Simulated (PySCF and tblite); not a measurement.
The numbers below are computed, except where a source is named.
Stationary points of C7H7NO at GFN2-xTB, in Å:

Structure A

```
 1 N    -2.701    0.789    1.204
 2 C    -2.160    0.158    0.259
 3 C    -0.743   -0.047   -0.061
 4 C    -0.420   -0.804   -1.188
 5 C     0.888   -1.042   -1.557
 6 C     1.918   -0.517   -0.793
 7 C     1.628    0.237    0.328
 8 C     0.312    0.479    0.705
 9 O     0.041    1.222    1.812
10 H    -2.051    1.230    1.852
11 H    -2.843   -0.319   -0.442
12 H    -1.227   -1.211   -1.781
13 H     1.108   -1.632   -2.433
14 H     2.947   -0.692   -1.068
15 H     2.430    0.649    0.927
16 H     0.865    1.507    2.226
```

Structure B

```
 1 N    -2.543    0.559    1.411
 2 C    -2.019    0.417    0.271
 3 C    -0.632    0.090   -0.078
 4 C    -0.393   -0.739   -1.176
 5 C     0.885   -1.132   -1.510
 6 C     1.960   -0.675   -0.760
 7 C     1.753    0.176    0.306
 8 C     0.464    0.567    0.657
 9 O     0.339    1.439    1.690
10 H    -1.928    0.387    2.207
11 H    -2.698    0.525   -0.573
12 H    -1.239   -1.092   -1.749
13 H     1.049   -1.786   -2.352
14 H     2.965   -0.975   -1.015
15 H     2.576    0.559    0.888
16 H    -0.578    1.738    1.772
```

Structure C

```
 1 N    -2.607    0.645    1.358
 2 C    -2.097    0.250    0.278
 3 C    -0.691   -0.018   -0.055
 4 C    -0.405   -0.757   -1.203
 5 C     0.894   -1.061   -1.558
 6 C     1.944   -0.616   -0.772
 7 C     1.687    0.133    0.361
 8 C     0.382    0.433    0.728
 9 O     0.170    1.147    1.893
10 H    -1.940    0.794    2.115
11 H    -2.794    0.061   -0.538
12 H    -1.226   -1.104   -1.814
13 H     1.090   -1.642   -2.447
14 H     2.963   -0.848   -1.042
15 H     2.493    0.491    0.984
16 H     0.135    2.091    1.711
```

Level: revPBE/pcSseg-1 + D3(BJ) on GFN2-xTB stationary points, with GFN2-xTB thermal terms.

Task: Which structure is a saddle point, and along which motion?

Result: C: one imaginary mode (410i cm⁻¹ at GFN2-xTB, mostly on H16), along the rotation about the C8–O9 bond (torsion C3–C8–O9–H from 180° to 354°, rising).

Task: Give their symmetry and energies above the lowest.

Result: A Cs, 0.0 kcal/mol; B C1, 1.3 kcal/mol; C C1, 4.4 kcal/mol.
